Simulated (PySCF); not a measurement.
Geometry:
```
atom   x (Å)   y (Å)   z (Å)
  F1  -0.755   2.556  -0.362
  C2  -0.416   1.287  -0.184
  C3  -1.376   0.333   0.127
  C4  -0.985  -0.992   0.309
  C5   0.352  -1.364   0.183
  C6   1.298  -0.396  -0.129
  F7   2.578  -0.717  -0.256
  C8   0.927   0.935  -0.316
  F9   1.835   1.850  -0.615
 H10  -2.417   0.648   0.222
 H11  -1.735  -1.747   0.553
 H12   0.682  -2.394   0.321
```

- coordinates at the PBE0-D3(BJ)/def2-SVP level
- B3LYP/pcSseg-2 with gauge-including orbitals
- couplings computed with B3LYP/pcJ-1 (spin–dipole term only in couplings to heteroatoms)
- run in PySCF
- equivalent nuclei averaged, relativity neglected, single conformer, gas phase

Problem. Predict the 2D correlation tables (HSQC, COSY, HMBC).

Solution. 

HSQC (one-bond C–H):
```csv
δH,δC,"¹J(C,H) (Hz)"
7.08 (H11),131.5 (C4),173
6.97 (H10/H12),120.2 (C3/C5),174
```

COSY cross peaks (|J| ≥ 2 Hz):
```csv
δH,δH,abs. J (Hz),bonds
7.08 (H11),6.97 (H10/H12),9.5,3
```

HMBC (two and three bonds, |J| ≥ 2.5 Hz):
```csv
δH,δC [abs. J in Hz]
7.08 (H11),165.6 (C2/C6) [13.4]
6.97 (H10/H12),"165.6 (C2/C6) [4.8], 153.2 (C8) [8.2], 120.2 (C3/C5) [9.6]"
```

References, each an isolated molecule treated in the same way: ¹H and ¹³C vs TMS.

Common functionals overestimate the size of one-bond C–F couplings by tens of Hz; these are unscaled. Unscaled 3J(H,H) at this level run about 10 % above measured values. Shifts are as computed. Against solution values, carbons near 30 ppm lie about +3 ppm off and those near 130 ppm about +8 ppm. Of 1211 compounds with measured shifts, 218 miss one by over three times the rms of a fit or turn the order of signals round; such compounds aren't used in these exercises.
